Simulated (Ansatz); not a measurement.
Geometry optimisation, RKS B3LYP/def2-SVP in Ansatz.

Input file:

```yaml
crystal:
  periodic: [false, false, false]
  atoms:
    - { symbol: C, position_ang: [-1.24, -1.6101, 0.284] }
    - { symbol: B, position_ang: [-0.2025, -0.5779, 0.855] }
    - { symbol: O, position_ang: [1.1819, -0.2713, 1.0878] }
    - { symbol: Si, position_ang: [0.7478, 1.1849, 0.4536] }
    - { symbol: "N", position_ang: [1.3069, 1.3276, -1.2269] }
    - { symbol: H, position_ang: [-2.2873, -1.0691, 0.3196] }
    - { symbol: H, position_ang: [-1.2698, -2.4974, 0.8738] }
    - { symbol: H, position_ang: [-1.0044, -1.7853, -0.79] }
    - { symbol: H, position_ang: [2.04629, -0.21952, 1.56764] }
    - { symbol: H, position_ang: [1.0728, 2.3032, -1.5025] }
    - { symbol: H, position_ang: [0.7422, 0.6816, -1.787] }
basis:
  gaussian: { orbitals: def2-SVP }
hamiltonian:
  xc: b3lyp
relax:
  f_tol: 0.02
  max_steps: 50
```

Launched with:

```bash
$ ansatz run input.yaml --threads 2 --pin off --max-ram 3072MiB --backend cpu --events-out ev --progress --plain --runs-dir out
```

**Question.** Where does it end, and by what steps?

**Answer.** The forces met the threshold. After 28 steps the energy has fallen by 3.988 eV; H9 moved furthest, 1.62 Å. Parted: O3–Si4.

| step | energy less start (eV) | largest force component (eV/Å) | accepted |
| --- | --- | --- | --- |
| 0 | 0.0000 | 6.172 | yes |
| 1 | -1.4819 | 3.523 | yes |
| 2 | -2.2563 | 1.225 | yes |
| 3 | -2.6192 | 1.072 | yes |
| 4 | -2.9704 | 0.969 | yes |
| 5 | -3.2672 | 0.925 | yes |
| 6 | -3.4956 | 1.332 | yes |
| 7 | -3.6616 | 1.284 | yes |
| 8 | -3.7760 | 1.649 | yes |
| 9 | -3.8790 | 1.137 | yes |
| 10 | -3.9051 | 0.755 | yes |
| 11 | -3.9542 | 0.998 | yes |
| 12 | -3.9629 | 0.669 | yes |
| 13 | -3.9723 | 0.727 | yes |
| 14 | -3.9831 | 0.337 | yes |
| 15 | -3.9851 | 0.050 | yes |
| 16 | -3.9859 | 0.175 | yes |
| 17 | -3.9865 | 0.063 | yes |
| 18 | -3.9867 | 0.035 | yes |
| 19 | -3.9869 | 0.022 | yes |
| 20 | -3.9871 | 0.030 | yes |
| 21 | -3.9873 | 0.029 | yes |
| 22 | -3.9875 | 0.052 | yes |
| 23 | -3.9872 | 0.092 | no |
| 24 | -3.9877 | 0.047 | yes |
| 25 | -3.9877 | 0.042 | yes |
| 26 | -3.9879 | 0.026 | yes |
| 27 | -3.9879 | 0.021 | yes |
| 28 | -3.9880 | 0.008 | yes |

```xyz
11
Properties=species:S:1:pos:R:3
C -0.961 -1.384 0.354
B 0.161 -0.322 0.710
O 1.227 -0.661 1.491
Si 0.052 1.681 0.152
N 0.878 1.554 -1.365
H -1.944 -1.040 0.723
H -0.781 -2.395 0.768
H -1.075 -1.482 -0.741
H 1.210 -1.587 1.781
H 1.033 2.374 -1.946
H 1.295 0.728 -1.790
```

Whether the end is a true minimum wasn't checked by a vibrational analysis.

Run time: 70 s on 2 threads of Arm Neoverse V2 (shared host), peak memory 0.22 GiB.
